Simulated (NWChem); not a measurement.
System: CH₅F₂NSi; SMILES NC[SiH](F)F

NWChem printed, in part:

```
             Northwest Computational Chemistry Package (NWChem) 7.3.0
             --------------------------------------------------------

                             Geometry "geometry" -> ""
                             -------------------------

 Output coordinates in angstroms (scale by  1.889725989 to convert to a.u.)

  No.       Tag          Charge          X              Y              Z
 ---- ---------------- ---------- -------------- -------------- --------------
    1 N                    7.0000     0.08223600     2.26769400     0.00853600
    2 C                    6.0000    -0.75634900     1.11260800    -0.30390900
    3 Si                  14.0000    -0.02362600    -0.48754600     0.31473700
    4 F                    9.0000     1.45848200    -0.61941200    -0.32911100
    5 F                    9.0000    -0.86036600    -1.78548100    -0.16806600
    6 H                    1.0000     0.17453100     2.40037900     1.01381600
    7 H                    1.0000     1.02319100     2.14508900    -0.36095300
    8 H                    1.0000    -0.91001200     1.05243700    -1.39572900
    9 H                    1.0000    -1.76584500     1.26512200     0.11517600
   10 H                    1.0000     0.13255600    -0.55098000     1.78961900

 Effective nuclear repulsion energy (a.u.)     249.6929401952

                                 NWChem DFT Module
                                 -----------------

 Summary of "ao basis" -> "ao basis" (spherical)
 ------------------------------------------------------------------------------
       Tag                 Description            Shells   Functions and Types
 ---------------- ------------------------------  ------  ---------------------
 N                           6-31g*                  6       14   3s2p1d
 C                           6-31g*                  6       14   3s2p1d
 Si                          6-31g*                  8       18   4s3p1d
 F                           6-31g*                  6       14   3s2p1d
 H                           6-31g*                  2        2   2s

 in cosmo_initialize ...
 calling solv_data for solv:h2o

 solvent parameters
 solvname_short: h2o
 solvname_long:  water
 dielec:       78.4000
 dielecinf:     1.7769
 aqueous SMD model solvent descriptors
 dielec:       78.4000
 sola:          0.8200

[...]

                                COSMO-SMD solvation results
                                ---------------------------

             internal energy in gas <Psi(g)|H|Psi(g)> =      -584.995797010545
         internal energy in solvent <Psi(s)|H|Psi(s)> =      -584.994644283708
                               delta internal energy  =         0.001152726836 (    0.72 kcal/mol)
   total free energy in solvent <Psi(s)|H+V/2|Psi(s)> =      -585.007650032958
 polarization energy contribution <Psi(s)|V/2|Psi(s)> =        -0.013005749250 (   -8.16 kcal/mol)
    total free energy in solvent including G(SMD-CDS) =      -585.002230770254
                       G(SMD-CDS) energy contribution =         0.005419262704 (    3.40 kcal/mol)
     1 M fixed-concentration free energy of solvation =        -0.006433759709 (   -4.04 kcal/mol)

                       DFT Final Molecular Orbital Analysis
                       ------------------------------------

 Vector   23  Occ=2.000000D+00  E=-4.314330D-01
              MO Center= -6.5D-01,  1.3D+00, -2.6D-01, r^2= 2.1D+00
   Bfn.  Coefficient  Atom+Function         Bfn.  Coefficient  Atom+Function
  ----- ------------  ---------------      ----- ------------  ---------------
    19      0.284213   2 C  pz               17     -0.240037   2 C  px
     5     -0.226757   1 N  pz               81      0.226341   9 H  s
    79     -0.186003   8 H  s                82      0.186186   9 H  s
    23      0.161565   2 C  pz               80     -0.159029   8 H  s
     9     -0.149278   1 N  pz               75     -0.138602   6 H  s

 Vector   24  Occ=2.000000D+00  E=-4.111755D-01
              MO Center= -4.6D-02,  2.3D-01,  6.3D-01, r^2= 3.4D+00
   Bfn.  Coefficient  Atom+Function         Bfn.  Coefficient  Atom+Function
  ----- ------------  ---------------      ----- ------------  ---------------
    84      0.331326  10 H  s                37      0.264056   3 Si pz
    83      0.244181  10 H  s                 4      0.173625   1 N  py
    19     -0.167883   2 C  pz               51     -0.160989   4 F  pz
    65     -0.157416   5 F  pz                8      0.150464   1 N  py
    18      0.144051   2 C  py                3     -0.127532   1 N  px

 Vector   25  Occ=2.000000D+00  E=-2.903663D-01
              MO Center= -1.6D-01,  1.7D+00, -5.5D-02, r^2= 2.3D+00
   Bfn.  Coefficient  Atom+Function         Bfn.  Coefficient  Atom+Function
  ----- ------------  ---------------      ----- ------------  ---------------
     4      0.391142   1 N  py                8      0.376492   1 N  py
    18     -0.209734   2 C  py                3     -0.199266   1 N  px
     5     -0.193188   1 N  pz               34      0.193235   3 Si s
     6      0.185805   1 N  s                36      0.184790   3 Si py
     7     -0.180308   1 N  px                9     -0.180090   1 N  pz

 Vector   26  Occ=0.000000D+00  E= 7.660698D-02
              MO Center= -1.2D-01, -9.8D-03,  4.3D-01, r^2= 4.6D+00
   Bfn.  Coefficient  Atom+Function         Bfn.  Coefficient  Atom+Function
  ----- ------------  ---------------      ----- ------------  ---------------
    39      0.750231   3 Si px                6     -0.601971   1 N  s
    40      0.525017   3 Si py               66      0.408957   5 F  s
    52     -0.281653   4 F  s                76      0.261633   6 H  s
     8      0.226246   1 N  py               35      0.221313   3 Si px
    78      0.203498   7 H  s                36      0.194982   3 Si py

[...]
```

Level: M06-2X/6-31G* (spherical d), SMD on the gas-phase geometry. The geometry was optimised at PBE0/def2-SVP. Solvent: water.

Problem. Which NWChem input produces such a log?

Solution. This is not unique; one that fits is the input that was run:
```
start job
memory heap 200 mb stack 900 mb global 1100 mb
geometry units angstroms noautosym nocenter noautoz
  N      0.082236     2.267694     0.008536
  C     -0.756349     1.112608    -0.303909
  Si    -0.023626    -0.487546     0.314737
  F      1.458482    -0.619412    -0.329111
  F     -0.860366    -1.785481    -0.168066
  H      0.174531     2.400379     1.013816
  H      1.023191     2.145089    -0.360953
  H     -0.910012     1.052437    -1.395729
  H     -1.765845     1.265122     0.115176
  H      0.132556    -0.550980     1.789619
end
basis spherical
  N library 6-31g*
  C library 6-31g*
  Si library 6-31g*
  F library 6-31g*
  H library 6-31g*
end
dft
  xc m06-2x
  iterations 150
end
cosmo
  do_cosmo_smd true
  solvent water
end
task dft energy
```
